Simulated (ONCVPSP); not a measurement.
## terbium (Tb): one change to an ONCV potential, before and after

* Element: terbium
* Generator: ONCVPSP 4.0.1
* Type: optimised norm-conserving Vanderbilt (ONCV)
* Functional: LDA (Perdew-Wang 92)
* Relativity: scalar-relativistic
* Frozen core: [Kr] 4d10 4f8
* Valence charge: 11
* Reference configuration: 5s2 5p6 5d1 6s2
* Partial waves: 5s+6s: rc 2.55 bohr, ncon 4, nbas 7, qcut 4.8 1/bohr, 2 projectors; 5p: rc 1.65 bohr, ncon 4, nbas 8, qcut 5.8 1/bohr, 1 projector; 5d: rc 3.10 bohr, ncon 4, nbas 8, qcut 5.9 1/bohr, 2 projectors, debl 1.4 Ha
* Local potential: polynomial inside 1.55 bohr (lpopt 5, dvloc0 4 Ha)
* Core correction: Teter function fitted to the true core (icmod 2), fcfact 0.25

Change: p: qcut 3.7.

Cutoffs: the cutoffs (Ha) at which the residual kinetic energy of the hardest occupied pseudo-wave falls to 1 and 0.1 mHa per electron; they do not see the model core or the augmentation charge, which bear on the density cutoff. Errors are all-electron minus pseudo energies relative to the spin-unpolarised reference configuration.

Q: How do hardness, ghosts and transferability respond?

A: The potential gets harder (16 Ha and 62 Ha → 57 Ha and 75 Ha); of the 3 tests that both files solve, the error grows in 0 and shrinks in 2 by more than 15 % and 0.3 meV (median size 1.4 → 1.4 meV); neither file shows a bound ghost.

```tsv
quantity	base	changed
cutoff, loose	16 Ha	57 Ha
cutoff, tight	62 Ha	75 Ha
loose cutoff by channel	s 6.2 Ha, p 16 Ha, d 8.5 Ha	s 6.2 Ha, p 57 Ha, d 8.5 Ha
bound ghosts	none	none
GHOST(+) flags under 300 eV	none	none
tests counted as reliable (solved cleanly; for ONCVPSP, near-neutral configurations with less than one 5d electron left out)	3 of 4	3 of 4
error for 5s2 5p6 5d1 6s1, meV [ΔE 6.95 eV]	-1.4	-1.4
error for 5s2 5p6 5d1 6s0, meV [ΔE 19.49 eV]	-0.8	-0.3
error for 5s2 5p6 5d1 6s0 6p1, meV [ΔE 10.73 eV]	-25	-15
s: phases at 2.58 bohr within 0.05 rad from the reference energy up to (Ha; the scan ends near 5)	2.8	2.8
p: phases at 1.68 bohr within 0.05 rad from the reference energy up to (Ha; the scan ends near 5)	3.1	3.5
d: phases at 3.15 bohr within 0.05 rad from the reference energy up to (Ha; the scan ends near 5)	to the end of the scan	to the end of the scan
rms error of d²Exc/dni dnj with the model core, mHa	2.22	2.19
```
